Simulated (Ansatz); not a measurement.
Problem. Name a neutral molecule of C, Ge, O and H with HOMO energy (PBE/def2-TZVPP) between -6.50 and -6.20 eV and size of the dipole moment (ωB97M-V/def2-TZVPP) between 0.95 and 1.25 D (Ansatz, PBE0-D4/def2-TZVP geometry).

Solution. `CC[O][GeH]([O]C)[O]C` (-6.36 eV, 1.20 D); `C[O][GeH3]` (-6.21 eV, 1.14 D). Other molecules can fit too; these were computed, each in one conformer that needn't be the lowest.
